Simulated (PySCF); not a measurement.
tetrasilane (H10Si4), SMILES [SiH3][SiH2][SiH2][SiH3].

Geometry optimised at ωB97X-D3(BJ)/def2-SVP. One conformer was computed; it need not be the lowest.

These are TDA-B3LYP/def2-SVPD in PySCF 2.14.0 values and carry that method's errors.

Vertical excitations. Gas-phase values at a fixed geometry. State labels are in the subgroup C2.

| state | symmetry | energy (eV) | λ (nm) | f | main pairs |
|---|---|---|---|---|---|
| S1 | B | 6.48 | 191 | 0.031 | HOMO→LUMO+1 61 %, HOMO→LUMO+3 20 %, HOMO−1→LUMO 15 % |
| S2 | A | 6.49 | 191 | 0.014 | HOMO→LUMO 85 % |
| S3 | B | 6.74 | 184 | 0.006 | HOMO−1→LUMO 55 %, HOMO→LUMO+3 41 % |
| S4 | A | 6.74 | 184 | 0.047 | HOMO→LUMO+2 53 %, HOMO→LUMO+4 36 % |
| S5 | A | 6.80 | 182 | 0.032 | HOMO→LUMO+4 57 %, HOMO→LUMO+2 32 % |
| S6 | A | 6.93 | 179 | 0.009 | HOMO−1→LUMO+1 88 % |
| S7 | B | 6.95 | 178 | 0.385 | HOMO→LUMO+3 35 %, HOMO→LUMO+1 28 %, HOMO−1→LUMO 23 % |
| S8 | B | 7.09 | 175 | 0.062 | HOMO−1→LUMO+2 92 % |
| S9 | A | 7.09 | 175 | 0.013 | HOMO−1→LUMO+3 74 %, HOMO→LUMO+6 15 % |
| S10 | B | 7.19 | 173 | 0.000 | HOMO→LUMO+5 53 %, HOMO−1→LUMO+4 32 % |
| T1 | A | 5.73 | 216 | 0 | HOMO→LUMO 91 % |
| T2 | B | 5.89 | 211 | 0 | HOMO→LUMO+1 83 % |
| T3 | B | 6.13 | 202 | 0 | HOMO−1→LUMO 46 %, HOMO→LUMO+3 37 %, HOMO−1→LUMO+4 8 % |
| T4 | A | 6.21 | 200 | 0 | HOMO−1→LUMO+1 41 %, HOMO→LUMO+4 19 %, HOMO→LUMO+2 15 %, HOMO−1→LUMO+3 12 % |
Triplets are in the Tamm–Dancoff approximation.
